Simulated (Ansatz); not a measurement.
Isolated molecules relaxed with PBE0-D4/def2-TZVP in Ansatz; ΔE leaves out vibrations. CCSD(T)/CBS adds triple-zeta CCSD(T) − MP2 to the extrapolated MP2 energy (def2 sets, frozen cores). DFT in def2-TZVPP. Each species was taken in one conformer, which may not be the lowest.

Reaction (redistribution): `B[Si](Cl)(Cl)Cl` + `BO[SiH3]` → `[SiH3]O[Si](Cl)(Cl)Cl` + `BB`

```json
{"level": "r2SCAN", "ΔE (kJ/mol)": "-5.1"}
{"level": "PBE0", "ΔE (kJ/mol)": "4.9"}
{"level": "HF/def2-TZVPP", "ΔE (kJ/mol)": "-6.0"}
{"level": "CCSD/CBS(def2)", "ΔE (kJ/mol)": "-2.8"}
```

(1) What does CCSD(T)/CBS give? (Best estimate.)

Largest T1 diagnostic among the species: 0.013.

## Answers

(1) Computed: 0.0 kJ/mol. The listed levels differ from it by -5.1, 4.9, -6.0, -2.8 kJ/mol.

The D4 term adds −5.6 kJ/mol with B3LYP and −3.3 kJ/mol with PBE0; it sums over pairs of atoms, weighted by their polarisabilities, and B3LYP, whose exchange is more repulsive, gets the larger term. From PBE to PBE0 (25 % exact exchange), in def2-TZVPP and without D4, ΔE moves by −5.5 kJ/mol.

B3LYP here is the variant with VWN-RPA as its local correlation; programs differ in this.
